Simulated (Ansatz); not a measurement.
Consider the formal hydrolysis of a C–As bond: `O[SiH2]C[AsH2]` + H₂O → `OC[SiH2]O` + arsine.

Computed with Ansatz on PBE0-D4/def2-TZVP structures; ΔE is electronic, products minus reactants. CBS: MP2 limit from def2 TZ/QZ plus the TZ coupled-cluster correction, frozen cores. This one scheme is used for every species. DFT in def2-TZVPP. B3LYP here is the variant with VWN-RPA as its local correlation; programs differ in this. For As outer-core shells are correlated without core-valence functions, which leaves a few kJ/mol of doubt a bond. Scalar relativity is left out up to krypton. Each species was taken in one conformer, which may not be the lowest.

`O[SiH2]C[AsH2]`:

Z-matrix (Å, degrees):
```
Si
C 1 1.861
O 1 1.652 2 114.1
H 1 1.491 2 107.7 3 -122.9
H 1 1.482 2 109.2 3 117.4
As 2 1.981 1 111.8 3 -176.1
H 2 1.093 1 111.7 3 -56.4
H 2 1.093 1 112.2 3 64.2
H 3 0.957 1 117.9 2 -74.9
H 6 1.526 2 95.8 1 47.8
H 6 1.527 2 95.9 1 -44.3
```

H₂O:

Cartesian coordinates in Å:
```
O 0.007 0.156 0.356
H -0.589 0.372 -0.363
H 0.582 -0.528 0.007
```

`OC[SiH2]O`:

Cartesian coordinates in Å:
```
O 0.050 -1.745 0.653
C -0.288 -0.407 0.997
Si 0.439 0.794 -0.255
O 0.078 0.210 -1.764
H -0.092 -1.853 -0.293
H 0.122 -0.219 1.994
H -1.378 -0.279 1.081
H -0.120 2.165 -0.069
H 1.918 0.816 -0.165
H -0.728 0.517 -2.180
```

`[AsH3]`:

```xyz
4

As   -0.410   -0.470    0.122
H    -0.128    0.679    1.079
H     1.073   -0.686   -0.139
H    -0.535    0.477   -1.062
```

```json
{"level": "ωB97X-V", "ΔE (kcal/mol)": "19.3", "difference from CCSD(T)/CBS": "-3.9"}
{"level": "PBE", "ΔE (kcal/mol)": "18.8", "difference from CCSD(T)/CBS": "-4.4"}
{"level": "r2SCAN", "ΔE (kcal/mol)": "19.9", "difference from CCSD(T)/CBS": "-3.3"}
{"level": "PBE0", "ΔE (kcal/mol)": "19.9", "difference from CCSD(T)/CBS": "-3.3"}
{"level": "B3LYP", "ΔE (kcal/mol)": "17.7", "difference from CCSD(T)/CBS": "-5.5"}
{"level": "MP2/def2-TZVPP", "ΔE (kcal/mol)": "25.3", "difference from CCSD(T)/CBS": "2.1"}
{"level": "SCS-MP2/def2-TZVPP", "ΔE (kcal/mol)": "23.0", "difference from CCSD(T)/CBS": "-0.2"}
{"level": "CCSD(T)/def2-TZVPP", "ΔE (kcal/mol)": "22.4", "difference from CCSD(T)/CBS": "-0.8"}
{"level": "HF/def2-QZVPP", "ΔE (kcal/mol)": "17.7", "difference from CCSD(T)/CBS": "-5.5"}
{"level": "MP2/CBS(def2)", "ΔE (kcal/mol)": "26.2", "difference from CCSD(T)/CBS": "3.0"}
{"level": "CCSD(T)/CBS", "ΔE (kcal/mol)": "23.2", "difference from CCSD(T)/CBS": "0"}
```

Largest T1 diagnostic among the species: 0.011.

From PBE to PBE0 (25 % exact exchange), in def2-TZVPP and without D4, ΔE moves by +1.1 kcal/mol. In def2-TZVPP, CCSD(T) changes the Hartree–Fock value by +4.8 kcal/mol (the triples alone add +0.6 kcal/mol) and MP2 by +7.7 kcal/mol. The D4 term adds +2.0 kcal/mol with B3LYP and +1.1 kcal/mol with PBE0; it sums over pairs of atoms, weighted by their polarisabilities, and B3LYP, whose exchange is more repulsive, gets the larger term.
